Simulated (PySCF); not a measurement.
# [Bi(NH2)]2+: one run

[Bi(NH2)]2+ (singlet). PySCF 2.14.0, RKS PBE0, Bi def2-SVP with ECP60, N def2-SVP, H def2-SVP; non-relativistic Hamiltonian with scalar-relativistic core potentials where named; density fitting; no spin-orbit coupling. Purpose: singlet excitations, Tamm-Dancoff PBE0.

```python
mol = gto.M(atom='''
Bi     0.00000     0.00000    -0.08033
N      0.00000     0.00000     1.93897
H      0.85172    -0.00000     2.53367
H     -0.85172     0.00000     2.53367''',
    basis={'Bi': 'def2-SVP', 'N': 'def2-SVP', 'H': 'def2-SVP'},
    ecp={'Bi': 'def2-SVP'},
    charge=2, spin=0)
mf = dft.RKS(mol, xc='PBE0')
mf.grids.atom_grid = (50, 194)
mf = mf.density_fit()  # fitting sets: Bi def2-universal-JKFIT, N def2-universal-JKFIT, H def2-universal-JKFIT
mf.conv_tol = 1e-08; mf.max_cycle = 55
mf.kernel(dm0)  # dm0: converged density of the relaxed state
td = mf.TDA(); td.nstates = 8; td.kernel()
```

Run from Python with OMP_NUM_THREADS=2; the lines above give its settings. Where DIIS fails, smearing, a level shift and second-order steps follow.
It took 3.4 s on 2 threads of Arm Neoverse V2, with other jobs on the host, from an already converged density.

Task: Where do the frontier levels lie, over both spins?

Result: HOMO -20.76 eV, LUMO -16.84 eV. 

Task: What are the Mulliken charges and spins?

Result: 
```json
{"atom": "Bi1", "charge (e)": "1.790", "spin (e)": "0.000"}
{"atom": "N2", "charge (e)": "-0.382", "spin (e)": "0.000"}
{"atom": "H3", "charge (e)": "0.296", "spin (e)": "0.000"}
{"atom": "H4", "charge (e)": "0.296", "spin (e)": "0.000"}
```

Task: Which singlet excitations follow (Tamm-Dancoff, 8 states)?

Result: 
```json
{"state": "1", "eV": "2.31", "oscillator strength": "0.0000"}
{"state": "2", "eV": "5.19", "oscillator strength": "0.0213"}
{"state": "3", "eV": "5.27", "oscillator strength": "0.1373"}
{"state": "4", "eV": "5.91", "oscillator strength": "0.0327"}
{"state": "5", "eV": "6.77", "oscillator strength": "0.0087"}
{"state": "6", "eV": "7.96", "oscillator strength": "0.0315"}
{"state": "7", "eV": "8.23", "oscillator strength": "0.0000"}
{"state": "8", "eV": "11.33", "oscillator strength": "0.0565"}
```
Functionals without range separation put charge-transfer states too low; the basis has no diffuse functions.

The geometry was relaxed with PBE0 (Bi def2-SVP with ECP60, N def2-SVP, H def2-SVP).
